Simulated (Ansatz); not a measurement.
`C[O][Ga]([SH])[O][SiH3]` → `[SiH3][O][GaH][SH]` + `C=O`  (β-hydride elimination)

Computed with Ansatz on PBE0-D4/def2-TZVP structures; ΔE is electronic, products minus reactants. CBS: MP2 limit from def2 TZ/QZ plus the TZ coupled-cluster correction, frozen cores. This one scheme is used for every species. DFT in def2-TZVPP. B3LYP here is the variant with VWN-RPA as its local correlation; programs differ in this. For Ga outer-core shells are correlated without core-valence functions, which leaves a few kJ/mol of doubt a bond. Scalar relativity is left out up to krypton. Each species was taken in one conformer, which may not be the lowest.

`C[O][Ga]([SH])[O][SiH3]`:

```xyz
13

C     1.327   -0.605    1.276
O    -0.030   -0.557    1.648
Ga   -1.319   -0.012    0.558
S    -3.385   -0.015    1.229
O    -0.937    0.557   -1.074
Si    0.277    0.712   -2.151
H     1.936   -0.559    2.183
H     1.565   -1.539    0.753
H     1.627    0.231    0.631
H    -3.035   -0.501    2.433
H     1.015   -0.572   -2.316
H     1.250    1.749   -1.708
H    -0.291    1.113   -3.463
```

`[SiH3][O][GaH][SH]`:

```xyz
9

Si    0.016    1.465   -0.424
O     0.485   -0.035   -0.850
Ga    0.400   -1.708   -0.247
S    -0.632   -2.017    1.663
H    -0.894    2.027   -1.456
H    -0.713    1.454    0.881
H     1.202    2.350   -0.283
H     1.049   -2.827   -1.096
H    -0.913   -0.710    1.811
```

`C=O`:

```xyz
4

C    -0.005   -0.001    0.001
O     1.106    0.255   -0.359
H    -0.740   -0.495   -0.665
H    -0.362    0.241    1.023
```

Problem. Is it downhill or uphill in electronic energy at CCSD(T)/CBS, and by how much? (Best estimate.)

Solution. Computed: Uphill: ΔE = +1.60 eV.

Problem. What do these levels give: r2SCAN-D4, B2PLYP, r2SCAN, PBE0, B3LYP, HF/def2-TZVPP, MP2/def2-TZVPP, SCS-MP2/def2-TZVPP, HF/def2-QZVPP, MP2/def2-QZVPP, MP2/CBS(def2), CCSD/CBS(def2)? (An estimate is asked.)

Solution. Computed: r2SCAN-D4 1.62, B2PLYP 1.49, r2SCAN 1.60, PBE0 1.56, B3LYP 1.36, HF/def2-TZVPP 1.36, MP2/def2-TZVPP 1.67, SCS-MP2/def2-TZVPP 1.56, HF/def2-QZVPP 1.36, MP2/def2-QZVPP 1.69, MP2/CBS(def2) 1.70, CCSD/CBS(def2) 1.60 eV.

Largest T1 diagnostic among the species: 0.015.

In def2-TZVPP, CCSD(T) changes the Hartree–Fock value by +0.21 eV (the triples alone add +0.00 eV) and MP2 by +0.31 eV. From PBE to PBE0 (25 % exact exchange), in def2-TZVPP and without D4, ΔE moves by +0.14 eV.
